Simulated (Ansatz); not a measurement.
# Redistribution: C4H9Br + C5H11Cl → C4H9Cl + C5H11Br

Gas-phase species: C4H9Br (1-bromobutane) `CCCCBr`, singlet; C5H11Cl (1-chloropentane) `CCCCCCl`, singlet; C4H9Cl `CCCCCl`, singlet; C5H11Br `CCCCCBr`, singlet. The partners trade Br for Cl; both sit on C, so the bond types are kept.

Shapes, held fixed at every level: PBE0-D4/def2-TZVP. Flexible molecules stand in one conformer, not always the lowest. Programs: Ansatz 0.2.0. Electronic energies: no zero-point or thermal term.

| level | kind | ΔE (kJ/mol) | less CCSD(T)/def2-TZVPP |
| --- | --- | --- | --- |
| HF/def2-SVP | Hartree–Fock | +0.1 | +0.2 |
| HF/def2-TZVPP | Hartree–Fock | 0.0 | +0.1 |
| r2SCAN-D4/def2-TZVPP | meta-GGA | 0.0 | +0.1 |
| PBE0-D4/def2-TZVPP | global hybrid | 0.0 | +0.1 |
| r2SCAN0-D4/def2-TZVPP | global hybrid | 0.0 | +0.1 |
| CCSD/def2-TZVPP | coupled cluster or CI | -0.1 | 0.0 |
| CCSD(T)/def2-TZVPP | coupled cluster or CI | -0.1 | 0.0 |

The highest level, CCSD(T)/def2-TZVPP, gives ΔE = -0.1 kJ/mol; the levels span -0.1 to +0.1. That is about zero within the method's error. They disagree on the sign: 3 of 7 are positive. The column of differences is taken from that level and isn't an error. No measured value is set beside it here. Relativity is left out for Br. Outer-core shells of Br are correlated, in sets that cover them unevenly.
